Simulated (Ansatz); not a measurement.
Coupled-cluster diagnostics for the cluster Al₃Sb₃⁺, Ansatz.

Geometry of the doublet (PBE0-D4/def2-SVP):

```xyz
6

Al    0.675   -1.589    3.298
Al   -0.041    1.423   -0.564
Al   -0.367   -0.813   -2.000
Sb   -0.392    0.796    1.926
Sb   -0.588    1.464   -3.061
Sb    0.713   -1.281    0.401
```

In the def2 sets Sb takes a core potential; there is no spin–orbit coupling. Correlated methods freeze 27 core orbitals; core or outer-core shells of Sb are correlated, in sets that lack core-valence functions. In CCSD on the charge 1 doublet the largest single amplitude is 0.31, so its Hartree–Fock determinant may place the open shell otherwise than the density functionals do. Another isomer (doublet) lies 0.46 eV lower at PBE0-D4/def2-TZVP; other spin states weren't run for this one.

Task: Estimate the CCSD(T) correlation energy, the shares of MP2 and (T), T1 and the reference's ⟨S²⟩ for: charge 1, doublet, own geometry in def2-SVP; and the rough time on 4 threads of Arm Neoverse N1 on a shared host.

Result: 
| state | basis | correlation (eV) | MP2 share (%) | (T) share (%) | T1 | ⟨S²⟩ (pure) | wall time | remarks |
| --- | --- | --- | --- | --- | --- | --- | --- | --- |
| charge 1, doublet, own geometry | def2-SVP | -14.919 | 84.7 | 6.7 | 0.053 | 1.65 (0.75) | 3.4 min | large T1 (0.053), spin-contaminated (⟨S²⟩ 1.65) |
Customary marks for T1 are 0.02 (closed shells), 0.045 (open shells) and about 0.05 (3d metals). T1 exceeds 0.02 in 1 of 1 rows and 0.045 in 1; the higher it lies, the less the single-reference result can be trusted.
